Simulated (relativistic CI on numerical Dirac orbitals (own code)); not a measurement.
Crystal-field levels of Fe⁴⁺, 3d4

Calculated by Dirac-Coulomb-Breit CI, orbitals from a KLI potential per configuration, model QED (radiative potential, 1s self-energy scaled to tabulated hydrogen-like ionisation energies), valence Slater integrals scaled by 0.85, one configuration in a parametric crystal field (own radial code).

Field parameters in Wybourne normalisation: Oh B⁴₀ = 21Dq, B⁴₄ = √(5/14) B⁴₀. The field is a parameter set, without covalency.

S is read from ⟨S²⟩ = S(S + 1).

Levels (cm⁻¹, degeneracy): 0 (1), 31 (3), 61 (2), 83 (3), 106 (1), 6820 (1), 7072 (3), 7464 (3), 7490 (2), 19489 (3), 19537 (1), 19560 (3).

Task: Which field gives this pattern?
A. Oh, 10Dq = 21100 cm⁻¹
B. Oh, 10Dq = 26550 cm⁻¹
C. Oh, 10Dq = 19750 cm⁻¹
D. Oh, 10Dq = 21050 cm⁻¹

Result: C. Oh, 10Dq = 19750 cm⁻¹, ground level with S = 1.99.
